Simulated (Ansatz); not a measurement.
Basis sets compared for dimethylphenylsulfonium tetrafluoroborate (C8H11BF4S). The state is a singlet with charge 0. Geometry PBE-D4/def2-SVP. Ansatz on 4 threads of Arm Neoverse V1 on a shared host; times are rough, and most runs start from earlier orbitals.

Cartesian coordinates in Å:
```
C 1.689 0.039 -1.610
S 0.026 -0.512 -1.152
C -0.960 0.321 -2.441
C -0.413 0.448 0.302
C -0.844 -0.318 1.397
C -1.232 0.357 2.564
C -1.174 1.758 2.628
C -0.727 2.503 1.524
C -0.343 1.849 0.345
H 2.312 -0.239 -0.742
H 1.976 -0.592 -2.472
H 1.704 1.119 -1.845
H -0.702 -0.167 -3.400
H -2.023 0.130 -2.204
H -0.759 1.408 -2.488
H -0.835 -1.418 1.324
H -1.571 -0.223 3.435
H -1.474 2.278 3.550
H -0.674 3.601 1.579
H 0.010 2.435 -0.517
F -0.171 -3.192 0.290
B 1.211 -3.006 0.046
F 1.546 -1.692 0.598
F 1.987 -3.972 0.642
F 1.443 -2.918 -1.352
```

Binding counts from free atoms (C triplet, S triplet, H doublet, F doublet, B doublet) in the same basis, without a counterpoise term.

| level | functions | energy (Eh) | HOMO (eV) | LUMO (eV) | binding per atom (eV) | wall time |
| --- | --- | --- | --- | --- | --- | --- |
| PBE-D4/def2-SVP | 255 | -1132.4207 | -6.35 | -2.62 | 4.77 | 6.5 s |
| PBE0-D4/def2-SVP | 255 | -1132.4976 | -8.18 | -1.79 | 4.66 | 13 s |

Estimate the rows for PBE-D4/def2-TZVP (with forces), PBE0-D4/def2-TZVP.


| level | functions | energy (Eh) | HOMO (eV) | LUMO (eV) | binding per atom (eV) | wall time |
| --- | --- | --- | --- | --- | --- | --- |
| PBE-D4/def2-TZVP (with forces) | 506 | -1133.4128 | -6.88 | -2.75 | 4.71 | 19 s |
| PBE0-D4/def2-TZVP | 506 | -1133.4805 | -8.18 | -1.89 | 4.60 | 39 s |
